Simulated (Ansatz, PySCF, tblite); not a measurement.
Breaking a bond: NB, triplet.

Methods: GFN2-xTB, 300 K electronic temperature (tblite); UKS-B3LYP/6-311+G** = unrestricted B3LYP/6-311+G**, spherical d run with PySCF; UHF/6-31G* = unrestricted Hartree-Fock/6-31G*, spherical d (PySCF 2.14.0); FCI = Ansatz (a first-principles code) with full CI/cc-pVDZ, frozen core.

Energies relative to the lowest point of each curve between 1.11 and 1.66 Å, where full CI is lowest, in mEh; the last columns give the difference from FCI:

| R / Å | GFN2-xTB | UKS-B3LYP/6-311+G** | UHF/6-31G* | FCI | GFN2-xTB − FCI | UKS-B3LYP/6-311+G** − FCI | UHF/6-31G* − FCI |
|---|---|---|---|---|---|---|---|
| 1.11 | 55.3 | 70.2 | 63.7 | 87.6 | -32.3 | -17.4 | -23.9 |
| 1.22 | 3.7 | 11.7 | 7.8 | 19.9 | -16.3 | -8.3 | -12.2 |
| 1.28 | 0.0 | 0.9 | 0.0 | 5.1 | -5.1 | -4.2 | -5.1 |
| 1.35 | 7.7 | 0.0 | 3.6 | 0.0 | 7.7 | 0.0 | 3.6 |
| 1.42 | 22.8 | 7.5 | 12.3 | 3.7 | 19.1 | 3.8 | 8.6 |
| 1.48 | 39.0 | 17.9 | 13.3 | 11.4 | 27.6 | 6.6 | 2.0 |
| 1.53 | 53.6 | 28.3 | 16.3 | 19.6 | 34.0 | 8.7 | -3.3 |
| 1.56 | 62.7 | 35.0 | 18.8 | 25.2 | 37.5 | 9.8 | -6.3 |
| 1.61 | 78.0 | 46.4 | 24.0 | 34.9 | 43.1 | 11.5 | -11.0 |
| 1.66 | 93.5 | 56.2 | 30.0 | 45.0 | 48.5 | 11.1 | -15.1 |

GFN2-xTB is furthest from FCI at 1.66 (48.5 mEh, above); its mean absolute difference over the points is 27.1 mEh.

UKS-B3LYP/6-311+G** is furthest from FCI at 1.11 (-17.4 mEh, below); its mean absolute difference over the points is 8.1 mEh.

UHF/6-31G* is furthest from FCI at 1.11 (-23.9 mEh, below); its mean absolute difference over the points is 9.1 mEh.

The scan ran from 1.11 to 5.22 Å; beyond the distances shown full CI changes its symmetry label. The unrestricted determinant behind UHF/6-31G* is spin-contaminated at 1.42 to 1.66 Å (<S²> up to 2.4, against 2.00 for a pure triplet).
